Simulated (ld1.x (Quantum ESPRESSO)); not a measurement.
# iodine, TM: configuration errors across variants

I, norm-conserving Troullier–Martins (Kleinman–Bylander form), made with ld1.x (Quantum ESPRESSO) 7.5 (PBE, scalar-relativistic). Core [Kr] 4d10, reference 5s2 5p5. Waves: 5s (bound): rc 1.60 bohr; 5p (bound): rc 1.75 bohr; 5d channel at 0.35 Ry: rc 1.75 bohr. Local part: all-electron potential smoothed inside 1.60 bohr (lloc = -1). Core correction: Bessel-smoothed model core, default radius (core density twice the valence density).

All-electron excitation energies from the reference (eV): (1) 5s2 5p4 11.131; (2) 5s2 5p3 30.977; (3) 5s2 5p2 60.305; (4) 5s1 5p6 10.414; (5) 5s1 5p5 22.111; (6) 5s2 5p4.5 4.532; (7) 5s2 5p1 99.731.

A true bound ghost makes a file unfit for plane-wave use even where its test errors are small: the radial tests pick states by their node count and pass the ghost by.

Errors AE − PS in meV (a dash: test not solved or not reliable):

| change | (1) | (2) | (3) | (4) | (5) | (6) | (7) | bound ghosts |
| --- | --- | --- | --- | --- | --- | --- | --- | --- |
| base | +0.5 | +2.2 | -18 | -5.2 | +2.8 | -0.3 | -124 | d, s |
| wave 5d channel at 0.35 Ry: rc 1.75 bohr becomes 5d channel at 0.35 Ry: rc 1.20 bohr | +0.5 | +2.2 | -18 | -5.2 | +2.8 | -0.3 | -124 | s, d |
| wave 5d channel at 0.35 Ry: rc 1.75 bohr becomes 5d channel at 0.35 Ry: rc 1.66 bohr | +0.5 | +2.2 | -18 | -5.2 | +2.8 | -0.3 | -124 | d, s |
| wave 5d channel at 0.35 Ry: rc 1.75 bohr becomes 5d channel at 0.35 Ry: rc 1.84 bohr | +0.5 | +2.2 | -18 | -5.2 | +2.8 | -0.3 | -124 | s |
| wave 5d channel at 0.35 Ry: rc 1.75 bohr becomes 5d channel at 0.35 Ry: rc 2.12 bohr | +0.5 | +2.2 | -18 | -5.2 | +2.8 | -0.3 | -124 | s |
| wave 5d channel at 0.35 Ry: rc 1.75 bohr becomes 5d channel at 0.35 Ry: rc 2.32 bohr | +0.5 | +2.2 | -18 | -5.2 | +2.8 | -0.3 | -124 | s |
| wave 5d channel at 0.35 Ry: rc 1.75 bohr becomes 5d channel at 0.35 Ry: rc 2.54 bohr | +0.5 | +2.2 | -18 | -5.2 | +2.8 | -0.3 | -124 | s |

Problem. Give the same row for: wave 5d channel at 0.35 Ry: rc 1.75 bohr becomes 5d channel at 0.35 Ry: rc 1.48 bohr.

Solution. +0.5, +2.2, -18, -5.2, +2.8, -0.3, -124; bound ghosts: d, s.
